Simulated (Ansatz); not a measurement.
`C#[C][GaH][SH]`, charge 0, multiplicity 1.

Task: Give a relaxed structure at PBE0-D4/def2-TZVP (Ansatz 0.2.0). (An estimate is asked.)

Result: The calculation gave: 
```xyz
7

C     1.776    0.719    0.844
C     0.786    0.523    0.180
Ga   -0.782    0.197   -0.858
S    -2.004   -1.526   -0.274
H     2.651    0.894    1.429
H    -1.231    1.063   -2.064
H    -1.197   -1.870    0.744
```
Point group Cs.
